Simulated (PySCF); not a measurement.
**Telling isomers of C$_{5}$H$_{4}$F$_{2}$N$_{2}$ apart by NMR**

Gas phase, relativity neglected, fast rotation and ring inversion assumed for equivalent nuclei, one conformer. Coordinates at the GFN2-xTB level; J: B3LYP/pcJ-1 (spin–dipole term left out of most H,H and C,H couplings); PBE0/pcSseg-1 with gauge-including orbitals; PySCF 2.14.

Scale: TMS for ¹H, ¹³C (reference shieldings calculated alike). Multiplet labels drop J under 1 Hz and among equivalent protons, and merge close values. Unscaled 3J(H,H) run several per cent high. One-bond C–F couplings are unscaled and too large by tens of Hz. Shifts are as computed. Against solution values, carbons near 30 ppm lie about +3 ppm off and those near 130 ppm about +5 ppm. Of 1211 compounds with measured shifts, 218 miss one by over three times the rms of a fit or turn the order of signals round; such compounds aren't used in these exercises.

(1) Tabulate the signals of `FC(F)c1ncccn1`, `Cc1nnc(F)cc1F`, `Cc1cc(F)c(F)nn1` and their relative energies.

(2) What is the quickest way to tell FC(F)c1ncccn1 from Cc1nnc(F)cc1F?

(3) What is the quickest way to tell Cc1nnc(F)cc1F from Cc1cc(F)c(F)nn1?

(4) What is the quickest way to tell FC(F)c1ncccn1 from Cc1cc(F)c(F)nn1?

Answers

(1) 
```tsv
SMILES	carbon types	δC	δH	E rel. (kcal/mol)
FC(F)c1ncccn1	1×C 4×CH	169.1, 164.0, 127.4, 121.9	9.19 (d, 2H), 7.40 (t, 1H), 7.08 (t, 1H)	0.0
Cc1nnc(F)cc1F	3×C 1×CH 1×CH3	175.6, 172.5, 154.4, 105.1, 19.9	6.79 (dd, 1H), 2.97 (dd, 3H)	19.3
Cc1cc(F)c(F)nn1	3×C 1×CH 1×CH3	165.6, 164.7, 159.8, 120.9, 24.4	7.27 (dd, 1H), 2.97 (d, 3H)	23.2
```

Energies are electronic energies at PBE0/pcSseg-1 on these geometries, without zero-point or thermal terms, each for the one conformer computed, which needn't be the lowest.

(2) Count the carbon signals: 4 against 5. The first has an aromatic CH next to a ring nitrogen at 164.0 ppm, the second a methyl carbon on an aromatic ring (CH3) at 19.9 ppm. Their most deshielded carbons lie at 169.1 and 175.6 ppm. In the proton spectra the most deshielded non-exchanging signals are 9.19 (d, J = 5.4 Hz, 2H) and 6.79 (dd, J = 10.3, 3.9 Hz, 1H).

(3) Both give the same number of carbon signals, with the same numbers of each carbon type, so the positions decide. The first has an aromatic CH at 105.1 ppm, the second an aromatic CH at 120.9 ppm. Their most deshielded carbons lie at 175.6 and 165.6 ppm. In the proton spectra the most deshielded non-exchanging signals are 6.79 (dd, J = 10.3, 3.9 Hz, 1H) and 7.27 (dd, J = 11.3, 8.8 Hz, 1H).

(4) Count the carbon signals: 4 against 5. The first has an aromatic CH next to a ring nitrogen at 164.0 ppm, the second a methyl carbon on an aromatic ring (CH3) at 24.4 ppm. Their most deshielded carbons lie at 169.1 and 165.6 ppm. In the proton spectra the most deshielded non-exchanging signals are 9.19 (d, J = 5.4 Hz, 2H) and 7.27 (dd, J = 11.3, 8.8 Hz, 1H).
